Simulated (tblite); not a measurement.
Species: C2H7PSi2.
Bonds: C1–C2 (triple), C2–Si3, Si3–P4, P4–Si5. Hydrogens: H6 on C1; H7, H8 on Si3; H9 on P4; H10, H11, H12 on Si5.

Computed with GFN2-xTB (tblite), gas phase: Langevin dynamics at 300 K from the optimised GFN2-xTB geometry, time step 0.5 fs, friction 0.01 fs⁻¹, 2000 steps. The instantaneous temperature is 2·E(kin)/(3Nk) with all 3N coordinates.

| t (fs) | T (K) | E(pot) above start (eV) | C1≡C2 (Å) | C2–Si3 (Å) | Si3–P4 (Å) | P4–Si5 (Å) | C1–H6 (Å) | C2–Si3–P4–Si5 (°) |
| --- | --- | --- | --- | --- | --- | --- | --- | --- |
| 0 | 262 | 0.000 | 1.203 | 1.853 | 2.241 | 2.228 | 1.053 | 46 |
| 25 | 239 | 0.190 | 1.197 | 1.853 | 2.271 | 2.222 | 1.052 | 45 |
| 50 | 299 | 0.293 | 1.220 | 1.876 | 2.242 | 2.252 | 1.075 | 45 |
| 75 | 321 | 0.265 | 1.193 | 1.834 | 2.200 | 2.234 | 1.046 | 49 |
| 100 | 315 | 0.269 | 1.217 | 1.876 | 2.279 | 2.208 | 1.068 | 46 |
| 125 | 337 | 0.366 | 1.188 | 1.860 | 2.244 | 2.258 | 1.035 | 38 |
| 150 | 370 | 0.420 | 1.227 | 1.853 | 2.271 | 2.265 | 1.086 | 32 |
| 175 | 368 | 0.404 | 1.196 | 1.830 | 2.266 | 2.220 | 1.028 | 22 |
| 200 | 375 | 0.323 | 1.201 | 1.879 | 2.219 | 2.257 | 1.082 | 5 |
| 225 | 415 | 0.338 | 1.220 | 1.849 | 2.253 | 2.255 | 1.019 | -1 |
| 250 | 419 | 0.488 | 1.188 | 1.922 | 2.295 | 2.228 | 1.082 | -2 |
| 275 | 467 | 0.479 | 1.214 | 1.813 | 2.223 | 2.222 | 1.022 | -4 |
| 300 | 398 | 0.405 | 1.190 | 1.890 | 2.261 | 2.276 | 1.092 | 3 |
| 325 | 404 | 0.431 | 1.192 | 1.831 | 2.284 | 2.261 | 1.018 | 8 |
| 350 | 336 | 0.554 | 1.242 | 1.925 | 2.179 | 2.232 | 1.095 | 16 |
| 375 | 334 | 0.362 | 1.177 | 1.805 | 2.313 | 2.221 | 1.011 | 12 |
| 400 | 386 | 0.433 | 1.209 | 1.952 | 2.264 | 2.308 | 1.083 | 11 |
| 425 | 377 | 0.418 | 1.212 | 1.788 | 2.207 | 2.203 | 1.051 | 14 |
| 450 | 436 | 0.345 | 1.197 | 1.891 | 2.251 | 2.222 | 1.051 | 12 |
| 475 | 325 | 0.569 | 1.213 | 1.808 | 2.303 | 2.375 | 1.063 | 24 |
| 500 | 396 | 0.398 | 1.215 | 1.878 | 2.274 | 2.241 | 1.051 | 27 |
| 525 | 294 | 0.238 | 1.182 | 1.828 | 2.181 | 2.218 | 1.057 | 31 |
| 550 | 224 | 0.332 | 1.238 | 1.897 | 2.287 | 2.274 | 1.022 | 30 |
| 575 | 265 | 0.328 | 1.181 | 1.815 | 2.220 | 2.201 | 1.104 | 36 |
| 600 | 261 | 0.297 | 1.208 | 1.903 | 2.228 | 2.230 | 1.037 | 42 |
| 625 | 254 | 0.362 | 1.208 | 1.812 | 2.272 | 2.273 | 1.097 | 41 |
| 650 | 224 | 0.384 | 1.194 | 1.904 | 2.240 | 2.200 | 1.025 | 45 |
| 675 | 240 | 0.339 | 1.218 | 1.842 | 2.261 | 2.216 | 1.100 | 51 |
| 700 | 425 | 0.225 | 1.190 | 1.837 | 2.224 | 2.250 | 1.047 | 49 |
| 725 | 288 | 0.505 | 1.202 | 1.887 | 2.291 | 2.164 | 1.076 | 49 |
| 750 | 276 | 0.368 | 1.243 | 1.823 | 2.222 | 2.314 | 1.071 | 54 |
| 775 | 255 | 0.321 | 1.171 | 1.896 | 2.254 | 2.245 | 1.050 | 60 |
| 800 | 254 | 0.276 | 1.218 | 1.856 | 2.282 | 2.224 | 1.040 | 54 |
| 825 | 249 | 0.293 | 1.202 | 1.846 | 2.196 | 2.292 | 1.084 | 58 |
| 850 | 300 | 0.369 | 1.201 | 1.847 | 2.281 | 2.173 | 1.047 | 54 |
| 875 | 337 | 0.447 | 1.216 | 1.864 | 2.254 | 2.279 | 1.064 | 62 |
| 900 | 283 | 0.475 | 1.193 | 1.832 | 2.275 | 2.291 | 1.043 | 66 |
| 925 | 237 | 0.522 | 1.219 | 1.844 | 2.205 | 2.195 | 1.044 | 66 |
| 950 | 287 | 0.402 | 1.206 | 1.859 | 2.316 | 2.240 | 1.079 | 71 |
| 975 | 350 | 0.254 | 1.204 | 1.879 | 2.248 | 2.278 | 1.029 | 72 |
| 1000 | 306 | 0.345 | 1.209 | 1.823 | 2.201 | 2.185 | 1.079 | 74 |

Q: From 500 fs on, how do temperature and potential energy compare with equipartition?

A: The mean temperature of these 21 frames is 286 K against the target 300 K, and the mean potential energy 0.36 eV against 30 × kT/2 = 0.39 eV for 30 classical harmonic modes. For 12 atoms in a canonical ensemble the temperature itself scatters by T·√(2/(3N)) = 71 K; here its standard deviation is 52 K. The whole run lasts only 10 friction times of 100 fs, so these averages carry a wide statistical error.

Q: What are the kinetic and total energies of the listed frame with the highest potential energy?

A: The one at 475 fs, 0.569 eV above the start. Its kinetic energy is 3NkT/2 = 0.505 eV at 325 K, so the sum is 1.07 eV; over the listed frames the sum runs from 0.41 to 1.20 eV, since the thermostat adds and removes energy.

Q: How much do the listed bonds fluctuate from 500 fs on?

A: 
```tsv
bond	at the start (Å)	mean (Å)	standard deviation (Å)
C1≡C2	1.203	1.206	0.017
C2–Si3	1.853	1.856	0.029
Si3–P4	2.241	2.248	0.035
P4–Si5	2.228	2.237	0.041
C1–H6	1.053	1.059	0.024
```

The motion is classical and holds no zero-point motion.

The cost below is that of the whole dynamics run. The run took about 40 s of CPU time (one thread, shared machine).
